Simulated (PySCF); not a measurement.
C2H7NOSi2, SMILES CC1=N[SiH2]O[SiH2]1. Atoms are numbered in the order given.

```xyz
13

C      0.6596    -2.5265     0.0000
C      0.3894    -1.0490     0.0000
N      1.3459    -0.1784     0.0000
Si     0.7783     1.5109     0.0000
O     -0.9154     1.3526     0.0000
Si    -1.3951    -0.2697     0.0000
H      0.1932    -3.0038     0.8888
H      0.1932    -3.0038    -0.8888
H      1.7489    -2.7259     0.0000
H      1.2539     2.2223     1.2308
H      1.2539     2.2223    -1.2308
H     -2.2002    -0.6039     1.2258
H     -2.2002    -0.6039    -1.2258
```
Charge 0, spin multiplicity 1.

The structure is a stationary point at PBE-D3(BJ)/def2-SVP. This is a generated structure with no PubChem entry under its InChIKey; it may be hypothetical.

Level of theory: PBE-D3(BJ)/def2-SVP in PySCF 2.14.0.

Frequencies are harmonic and unscaled.

Question: Estimate the vibrational spectrum. (An estimate is asked for; the answer gives what the named calculation found.)

Answer: 
```tsv
mode	ν (cm⁻¹)	IR (km/mol)	moving atoms (share of kinetic energy)
1	120	1.5	H 83 %
2	135	1.5	O 47 %, H 35 %, Si 13 %
3	188	0.5	H 40 %, N 37 %, C 16 %
4	272	0.6	C 37 %, H 31 %, Si 22 %, N 8 %
5	336	4.6	H 53 %, C 33 %, N 13 %
6	401	4.7	Si 51 %, O 23 %, C 16 %
7	441	20.3	Si 48 %, N 24 %, C 15 %
8	532	0.7	C 43 %, Si 24 %, H 22 %, N 11 %
9	593	55.3	H 67 %, C 21 %, Si 11 %
10	651	18.3	H 64 %, Si 18 %, N 14 %
11	662	38.0	H 84 %, O 11 %
12	672	7.8	H 93 %
13	678	2.9	O 42 %, H 29 %, Si 28 %
14	721	46.4	H 46 %, N 34 %, Si 10 %
15	766	16.5	H 41 %, Si 25 %, N 21 %, O 9 %
16	885	305.0	H 57 %, O 20 %, Si 19 %
17	915	159.3	O 52 %, H 32 %, Si 14 %
18	927	250.9	H 92 %
19	957	12.3	H 86 %, Si 8 %
20	963	2.0	H 61 %, C 39 %
21	973	41.5	H 47 %, C 28 %, N 17 %
22	1141	14.7	C 68 %, H 29 %
23	1314	15.5	H 70 %, C 30 %
24	1377	20.8	H 95 %
25	1390	14.2	H 96 %
26	1614	132.7	C 58 %, N 40 %
27	2159	131.0	H 98 %
28	2165	113.5	H 96 %
29	2191	95.8	H 98 %
30	2192	141.7	H 95 %
31	2957	5.7	H 97 %
32	3036	3.7	H 91 %, C 9 %
33	3081	6.8	H 90 %, C 10 %
```
